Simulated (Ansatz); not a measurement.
A nudged elastic band was laid between two geometries of C2H4BrFSn (9 atoms, charge 0, multiplicity 1).

Level of theory: RKS PBE0/def2-SVP (Ansatz 0.2.0).

```
movable images  : 7
climbing image  : yes
spring          : 5.0 eV/Å²
optimiser       : quadratic models (default)
start path      : IDPP
force threshold : 0.05 eV/Å
iteration limit : 60
end points      : relaxed
```

First end point:

```xyz
9
Properties=species:S:1:pos:R:3
F 1.232 -1.141 -1.227
C 1.521 -0.224 -0.313
Br 3.381 0.026 -0.168
C 0.593 0.414 0.389
Sn -1.490 0.003 0.095
H 0.925 1.153 1.120
H -1.920 0.361 -1.522
H -1.800 -1.645 0.431
H -2.353 1.007 1.178
```

Last end point:

```xyz
9
Properties=species:S:1:pos:R:3
F 0.959 -1.154 1.434
C 1.426 -0.229 0.607
Br 3.277 0.021 0.845
C 0.660 0.417 -0.262
Sn -1.439 0.005 -0.400
H 1.132 1.163 -0.904
H -2.069 1.031 -1.616
H -1.672 -1.635 -0.824
H -2.186 0.333 1.103
```

Problem. Which bonds break or form, and what moves?

Solution. No bond is made or broken. The dihedral C2–C4–Sn5–H8 goes from 60 to -61°. The two ends are copies of one structure, up to a mirror image or an exchange of like atoms.

Problem. What energy profile does the band end with?

Solution. It converged. The highest image is number 4 of 0 to 8, 0.016 eV above the ends, which have the same energy within 2 meV. A vibrational analysis at the climbing image gives one clearly imaginary mode, 52i cm⁻¹: a first-order saddle point.

| image | path coordinate (Å) | energy (eV) | dihedral C2–C4–Sn5–H8 (°) |
| --- | --- | --- | --- |
| 0 | 0.00 | 0.000 | 60 |
| 1 | 0.49 | 0.003 | 45 |
| 2 | 0.98 | 0.008 | 30 |
| 3 | 1.46 | 0.014 | 15 |
| 4 | 1.95 | 0.016 | 0 |
| 5 | 2.44 | 0.014 | -16 |
| 6 | 2.93 | 0.008 | -31 |
| 7 | 3.42 | 0.002 | -45 |
| 8 | 3.91 | 0.000 | -61 |

Problem. What is the geometry of the highest image?

Solution. 
```xyz
9
Properties=species:S:1:pos:R:3
F 1.309 -1.691 0.034
C 1.536 -0.390 0.107
Br 3.381 -0.038 0.273
C 0.582 0.532 0.067
Sn -1.499 0.063 -0.123
H 0.894 1.575 0.137
H -2.085 0.829 -1.538
H -1.718 -1.627 -0.218
H -2.311 0.701 1.244
```

Time of the run: 2.5 min on 2 threads of Intel(R) Xeon(R) Platinum 8488C (Sapphire Rapids) (shared host), peak memory 0.37 GiB.
